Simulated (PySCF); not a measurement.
Gas-phase reaction: GaCl₃ + H = GaHCl₂ + Cl, at 800 K and a standard pressure of 1 bar. Level: B3LYP/def2-TZVP†.

Computed with PySCF and rigid-rotor harmonic-oscillator thermochemistry at 1 bar. † marks an energy on the PBE0/def2-TZVP geometry and frequencies. Open shells (unrestricted): H (multiplicity 2), Cl (multiplicity 2, electronic degeneracy 6); the rest are closed-shell singlets. Spin-orbit splitting is ignored; it lowers the true energy and changes the entropy of Cl. B3LYP is the form with VWN-RPA correlation. Ga: all electrons, no relativistic terms. GaHCl₂: computed as isolated molecules; such fragments, hydroxides, amides, oligomers or adducts are transient or little studied in the gas. The harmonic model lacks anharmonicity and excited electronic states, which grow with temperature; levels with a mode under 35 cm⁻¹ are left out.

```json
[
 {"species": "GaCl₃", "E (Ha)": "-3305.75463", "H(800 K) − E (kJ/mol)": "67.6", "S°(800 K) (J/mol/K)": "403.9"},
 {"species": "H", "E (Ha)": "-0.50218", "H(800 K) − E (kJ/mol)": "16.6", "S°(800 K) (J/mol/K)": "135.2"},
 {"species": "GaHCl₂", "E (Ha)": "-2846.06907", "H(800 K) − E (kJ/mol)": "74.5", "S°(800 K) (J/mol/K)": "369.4"},
 {"species": "Cl", "E (Ha)": "-460.16699", "H(800 K) − E (kJ/mol)": "16.6", "S°(800 K) (J/mol/K)": "188.8"}
]
```
E: electronic energy; H − E holds the zero-point and thermal terms. 1 Ha = 2625.5 kJ/mol.

Task: Work out ΔH°, ΔS°, ΔG° and log10 K from these numbers.

Result: 1. ΔE = 1×(-2846.06907) + 1×(-460.16699) − 1×(-3305.75463) − 1×(-0.50218) = 0.02075 Ha = 54.5 kJ.
2. Δ(H − E) = 1×(74.5) + 1×(16.6) − 1×(67.6) − 1×(16.6) = 6.9 kJ, so ΔH° = 61.4 kJ.
3. ΔS° = 1×(369.4) + 1×(188.8) − 1×(403.9) − 1×(135.2) = 19.1 J/K; the number of gas molecules stays the same.
4. ΔG° = ΔH° − TΔS° = 61.4 − 800×(19.1)/1000 = 46.1 kJ.
5. log10 K = −ΔG°/(RT ln 10) = -3.01, with RT ln 10 = 15.32 kJ/mol; at standard pressures the reactants are favoured.
6. A shift of 10 kJ in ΔE would move log10 K by 0.65 here.
For scale, ΔH°(298 K) is 66 kJ at this level, 88 kJ at ωB97M-V/def2-TZVP†, and runs from 50 to 114 kJ over the 20 levels computed.
